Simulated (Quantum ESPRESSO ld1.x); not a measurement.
Results of a calculation; reference values are marked as such.
Problem. The mean radii <r> (bohr) of the occupied orbitals of an atom or ion are listed with their occupations. Level of theory: scalar-relativistic Kohn-Sham, Slater X-alpha with alpha = 1, spin-unpolarised, spherical densities, point nucleus (ld1.x of Quantum ESPRESSO 7.5).

orbital  occ.     <r>
1s          2  0.2265
2s          2   1.270
2p          3   1.350

Name the element and its charge.

Solution. Z = 7, nitrogen, charge 0: N in [He] 2s2 2p3. The 1s radius gives Z: for a bare nucleus <r> = (2 gamma + 1)/(2Z) with gamma = sqrt(1 - (Z/c)^2), 0.2141 bohr for Z = 7, and screening makes it slightly larger (0.2265 here). The occupations add up to 7, and the charge is Z minus that.
